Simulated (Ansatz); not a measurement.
Start from `[SiH3]SC1=CN1` and change one atom or group to get `NC1=CN1`.

Ansatz, PBE0-D4/def2-TZVP geometries, multiplicity 1. Each molecule was computed in one conformer, which needn't be the lowest.

```
                             property  `[SiH3]SC1=CN1`
    HOMO energy (PBE/def2-TZVPP) / eV            -4.73
   HOMO energy (PBE0/def2-TZVPP) / eV            -5.93
HOMO–LUMO gap (B3LYP/def2-TZVPP) / eV             5.13
   LUMO energy (PBE0/def2-TZVPP) / eV            -0.38
  HOMO energy (B3LYP/def2-TZVPP) / eV            -5.72
  HOMO–LUMO gap (PBE/def2-TZVPP) / eV             3.41
```

Task: Give the same properties after the change, and the shifts. (An estimate is asked.)

Result: Ansatz gave: 
```
                             property  `NC1=CN1`  shift
    HOMO energy (PBE/def2-TZVPP) / eV      -4.10   0.63
   HOMO energy (PBE0/def2-TZVPP) / eV      -5.32   0.61
HOMO–LUMO gap (B3LYP/def2-TZVPP) / eV       5.46   0.33
   LUMO energy (PBE0/def2-TZVPP) / eV       0.64   1.02
  HOMO energy (B3LYP/def2-TZVPP) / eV      -5.14   0.58
  HOMO–LUMO gap (PBE/def2-TZVPP) / eV       3.77   0.36
```

With PBE0 the HOMO rises by 0.61 eV and the LUMO rises by 1.02 eV, so the gap widens by about 0.41 eV. PBE moves the HOMO by 0.63 eV and ωB97M-V by 0.54 eV.

B3LYP here is the variant with VWN-RPA as its local correlation; programs differ in this.
